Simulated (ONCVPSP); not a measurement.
Reading a pseudo-wave (strontium)

Columns: radius, all-electron u(r) and pseudo u(r) of the 4p shell (level -22.82 eV) of strontium in the configuration [Ar] 3d10 4s2 4p6 5s2; PBE, scalar-relativistic, ONCV scheme, ONCVPSP 4.0.1.

| r (bohr) | all-electron | pseudo |
| --- | --- | --- |
| 0.105 | 0.2615 | 0.0078 |
| 0.210 | -0.1215 | 0.0324 |
| 0.315 | -0.4113 | 0.0771 |
| 0.420 | -0.4059 | 0.1448 |
| 0.525 | -0.2147 | 0.2359 |
| 0.630 | 0.0430 | 0.3467 |
| 0.735 | 0.2956 | 0.4690 |
| 0.840 | 0.5090 | 0.5916 |
| 0.945 | 0.6725 | 0.7026 |
| 1.050 | 0.7865 | 0.7919 |
| 1.155 | 0.8564 | 0.8536 |
| 1.260 | 0.8893 | 0.8860 |
| 1.365 | 0.8931 | 0.8914 |
| 1.470 | 0.8749 | 0.8744 |
| 1.575 | 0.8411 | 0.8410 |
| 1.680 | 0.7966 | 0.7966 |
| 1.785 | 0.7457 | 0.7457 |
| 1.890 | 0.6915 | 0.6914 |
| 1.995 | 0.6362 | 0.6362 |
| 2.100 | 0.5817 | 0.5817 |
| 2.205 | 0.5291 | 0.5290 |
| 2.310 | 0.4791 | 0.4790 |
| 2.415 | 0.4322 | 0.4322 |
| 2.520 | 0.3887 | 0.3887 |
| 2.625 | 0.3487 | 0.3487 |
| 2.730 | 0.3121 | 0.3121 |

Question: How many radial nodes do the two functions have?

Answer: The all-electron 4p function has n − l − 1 = 2; the pseudo-wave has 0, since the states of the same l below it are removed with the core.

Question: At about which radius was the pseudo-wave matched?

Answer: 1.90 bohr. The columns agree to 0.0005 from 1.57 bohr on; several derivatives are matched, so the curves merge somewhat inside the radius.

Question: Is the pseudo-wave norm-conserving?

Answer: Yes: the ONCV scheme keeps the norm inside the radius equal to the all-electron one, which fixes the energy derivative of the logarithmic derivative at the level.
